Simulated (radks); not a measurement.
Rh2+, configuration [Kr] 4d6.75 5d0.25 (fractional occupations, a model configuration).

Calculated with a radial shooting solver on a logarithmic mesh with Libxc functionals: scalar-relativistic Kohn-Sham, LDA (Slater exchange, Perdew-Wang correlation), spin-polarised, spherical densities, point nucleus; open shells are filled with parallel spins first (spin-orbit coupling, left out, can overturn this in heavy ions).

Energy parts (eV):
total: -130026.278
kinetic: 134628.352
electron-nucleus: -313002.460
Hartree: 51972.000
exchange-correlation: -3624.169

Orbitals (lengths in bohr, moments of r in powers of bohr; <r^-3> diverges for s and p1/2; r(max) is where P^2 peaks):
orbital,occ.,eigenvalue (eV),<r^4>,r(max),<r>,<r^-3>
1s up,1,-23032.32,5.384e-06,0.02120,0.03266,-
1s down,1,-23032.31,5.384e-06,0.02120,0.03266,-
2s up,1,-3360.153,0.0009727,0.1199,0.1421,-
2s down,1,-3359.623,0.0009726,0.1199,0.1421,-
2p up,3,-3015.836,0.0006957,0.09578,0.1238,3241
2p down,3,-3015.419,0.0006956,0.09577,0.1238,3241
3s up,1,-619.1530,0.04734,0.3519,0.3914,-
3s down,1,-618.7790,0.04726,0.3519,0.3914,-
3p up,3,-505.9954,0.05112,0.3449,0.3911,564.3
3p down,3,-505.5888,0.05099,0.3449,0.3910,564.3
3d up,5,-324.5159,0.05123,0.2909,0.3707,76.51
3d down,5,-323.9747,0.05100,0.2910,0.3705,76.52
4s up,1,-106.5395,1.757,0.8799,0.9764,-
4s down,1,-104.3207,1.750,0.8781,0.9747,-
4p up,3,-74.3671,2.725,0.9417,1.072,91.09
4p down,3,-72.0769,2.733,0.9395,1.071,91.61
4d up,5,-28.7070,10.70,1.126,1.422,7.350
4d down,1.75,-26.4990,11.65,1.126,1.440,7.250
5d up,0.25,-8.0938,1031,4.314,4.828,0.6468
5d down,0,-7.6135,1198,4.464,5.008,0.6045

The highest occupied level is 5d up at -8.094 eV. The density falls to 0.001 e/bohr^3 at r = 3.52 bohr. Summed over all electrons, <r^2> = 36.22 bohr^2, which gives a Langevin (diamagnetic) susceptibility term of -28.7 x 10^-6 cm^3/mol.
